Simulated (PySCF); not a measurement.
# PmH3(H2O): from a saddle point downhill

PySCF 2.14.0, RKS PBE0, Pm lcecp-1-SVP with ECP50, H def2-SVP, O def2-SVP; non-relativistic Hamiltonian with scalar-relativistic core potentials where named; density fitting; no spin-orbit coupling. Relaxed within the symmetry of its start, the geometry (Cs) is

```xyz
7

Pm    0.1420   -0.1612    0.1612
H     0.9807    1.5880    0.9486
H    -0.9612   -1.4103    1.4103
H     0.9807   -0.9486   -1.5880
O    -1.2088    1.2947   -1.2947
H    -1.1177    2.2477   -1.1498
H    -1.1177    1.1498   -2.2477
```

and its lowest harmonic modes are -126, 102, 192, 218, 315, 383 cm⁻¹ (negative: unstable). It was moved along the lowest mode and relaxed again.

Q: Where does it end, and how much lower?

A: In C1, 0.083 eV lower, after 23 steps:
```xyz
7

Pm    0.0571    0.0580    0.2611
H     1.4767    1.1498    1.3029
H    -0.8973   -1.4462    1.3158
H     0.4242   -0.2784   -1.8335
O    -1.2832    1.2795   -1.3072
H    -1.4090    2.1438   -1.7147
H    -0.6705    0.7240   -1.9142
```

Q: How do the contacts change?

A: 
```
     contact  saddle (Å)  end (Å)
  Pm1–H2 (H)       2.094    2.072
  Pm1–H3 (H)       2.083    2.070
  Pm1–H4 (H)       2.094    2.153
Pm1–O5 (H2O)       2.463    2.398
Pm1–H7 (H2O)       3.018    2.388
```
Short contacts between ligands at the end: H4···H7 1.49 Å.

Q: Is the end a minimum?

A: Yes; lowest modes 178, 212, 276, 291, 438, 534 cm⁻¹.

An lcecp potential fixes the number of 4f electrons, so in runs with it no electron can move into or out of that shell.

State: singlet in the valence, with the 4f electrons in the core potential.
